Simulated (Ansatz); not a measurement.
Consider the isomerisation: `O=[C]([SiH3])[SnH3]` → `O[SiH]1[CH2][SnH2]1`.

Computed with Ansatz on PBE0-D4/def2-TZVP structures; ΔE is electronic, products minus reactants. CCSD(T)/CBS adds triple-zeta CCSD(T) − MP2 to the extrapolated MP2 energy (def2 sets, frozen cores). DFT in def2-TZVPP. Elements past krypton have def2 core potentials. For Sn outer-core shells are correlated without core-valence functions, which leaves a few kJ/mol of doubt a bond. One conformer a species, not always the lowest.

`O=[C]([SiH3])[SnH3]`:

Z-matrix (Å, degrees):
```
Si
C 1 1.931
H 1 1.487 2 106.3
H 1 1.484 2 112.5 3 -122.2
H 1 1.487 2 106.3 3 115.6
Sn 2 2.249 1 118.8 3 -57.3
O 2 1.201 1 123.4 3 122.7
H 6 1.706 2 108.1 1 119.3
H 6 1.706 2 108.1 1 -121.9
H 6 1.712 2 111.6 1 -1.2
```

`O[SiH]1[CH2][SnH2]1`:

```xyz
10

O    -0.050    2.300   -0.202
Si   -0.470    0.832    0.394
C    -0.690   -0.520   -0.813
Sn    1.073   -1.111    0.493
H     0.383    2.917    0.390
H    -1.457    0.912    1.501
H    -0.339   -0.342   -1.828
H    -1.595   -1.121   -0.787
H     0.738   -2.521    1.389
H     2.407   -1.346   -0.536
```

Question: Is it downhill or uphill in electronic energy at CCSD(T)/CBS, and by how much? (Estimate.)

Answer: The calculation gave: Downhill: ΔE = -1.93 eV.

Question: What do these levels give: r2SCAN-D4, ωB97X-V, B2PLYP, PBE, r2SCAN, PBE0, HF/def2-TZVPP, SCS-MP2/def2-TZVPP, CCSD(T)/def2-TZVPP, MP2/def2-QZVPP, SCS-MP2/def2-QZVPP, HF/CBS(def2)? (Best estimate.)

Answer: Computed: r2SCAN-D4 -1.86, ωB97X-V -1.70, B2PLYP -1.73, PBE -1.72, r2SCAN -1.86, PBE0 -1.88, HF/def2-TZVPP -1.46, SCS-MP2/def2-TZVPP -1.80, CCSD(T)/def2-TZVPP -1.77, MP2/def2-QZVPP -2.12, SCS-MP2/def2-QZVPP -1.88, HF/CBS(def2) -1.47 eV.

Largest T1 diagnostic among the species: 0.016.

In def2-TZVPP, CCSD(T) changes the Hartree–Fock value by −0.31 eV (the triples alone add −0.00 eV) and MP2 by −0.57 eV. From PBE to PBE0 (25 % exact exchange), in def2-TZVPP and without D4, ΔE moves by −0.16 eV.
